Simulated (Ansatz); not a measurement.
Worked example: CH4 + InH2I → HI + InH2(CH3)

Species: CH4 (methane) `C`, singlet; InH2I `[InH2][I]`, singlet; HI (hydrogen iodide), singlet; InH2(CH3), singlet. The partners trade CH3 for I: H–CH3 and In–I bonds give way to H–I and In–CH3.

Shapes, held fixed at every level: PBE0-D4/def2-TZVP. Programs: Ansatz 0.2.0. Electronic energies: no zero-point or thermal term.

At CCSD(T)/def2-TZVPP; 1 Eh = 2625.50 kJ/mol:

| species | energy (Eh) |
| --- | --- |
| CH4 | -40.438606 |
| InH2I | -487.854841 |
| HI | -297.737430 |
| InH2(CH3) | -230.488388 |

Question: Work out ΔE of the reaction at this level.

Answer: 
1. Products less reactants: (-297.737430) + (-230.488388) − [(-40.438606) + (-487.854841)] = 0.067629 Eh = +177.6 kJ/mol.

Other levels give +182.2 (PBE-D4/def2-TZVPP) to +212.0 kJ/mol (HF/def2-SVP). No measured value is set beside it here. For atoms past krypton def2 sets carry core potentials with scalar relativity. Correlated rows may include outer-core shells of I, In, which these sets cover unevenly.
